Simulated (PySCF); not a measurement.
Ge(OH)3(PH2) (GeH5O3P), SMILES [OH][Ge]([OH])([PH2])[OH].

Geometry: B3LYP-D3(BJ)/def2-SVP. Other conformers were not sampled.

Computed with PySCF with CAM-B3LYP/def2-TZVP.

Gas-phase values at a fixed geometry.

```
Quantity                                                                                                        Value
---------------------------------------------------------------------------------------------  ----------------------
total energy                                                                                      -2647.30329 hartree
highest occupied level                                                                                       -9.18 eV
lowest empty level                                                                                            0.59 eV
orbital gap                                                                                                   9.78 eV
dipole moment                                                                                                  0.87 D
quadrupole, principal values (traceless, Buckingham form, about the centre of nuclear charge)  -4.32, -0.84, 5.16 D·Å
mean static polarisability                                                                       64.2 bohr³ (9.52 Å³)
polarisability, principal values                                                               57.3, 58.6, 76.9 bohr³
```
